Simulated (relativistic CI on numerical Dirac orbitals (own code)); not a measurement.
## Cubic crystal-field splitting of Tm2+ by operator equivalents

Problem. Tm2+ (4f13) sits in a cubic field with the Wybourne parameters B⁴₀ = -900 and B⁶₀ = 250 cm⁻¹. Find the levels of its ground J multiplet, neglecting the mixing with the other J.

Working.
1. One f hole has the ground level ²F7/2 with g_J = 8/7 and the Stevens factors β = −2/1155 and γ = 4/27027.
2. Stevens form: B₄ = β B⁴₀/8 = 0.1948 and B₆ = γ B⁶₀/16 = 0.00231 cm⁻¹, in H = B₄(O₄⁰ + 5O₄⁴) + B₆(O₆⁰ − 21O₆⁴).
3. For J = 7/2 the eigenvalues are E(Γ6) = 840B₄ − 25200B₆ = 105.4, E(Γ7) = −1080B₄ − 15120B₆ = -245.4 and E(Γ8) = 120B₄ + 20160B₆ = 70.0 cm⁻¹.
4. Order and energies above the lowest: Γ7 0.0, Γ8 315.4, Γ6 350.7 cm⁻¹. A Γ7 ground doublet has the isotropic |g| = 3.429.

Check. Diagonalising spin-orbit coupling (free-ion gap 8658 cm⁻¹, from a Dirac-Coulomb-Breit calculation) and field together in all 14 states gives Γ7 0.0, Γ8 322.8, Γ6 358.2 cm⁻¹, with |g| = 3.464. The other multiplet starts at 8747 cm⁻¹; the differences from the hand values come from J mixing and grow with the ratio of the field to that gap.
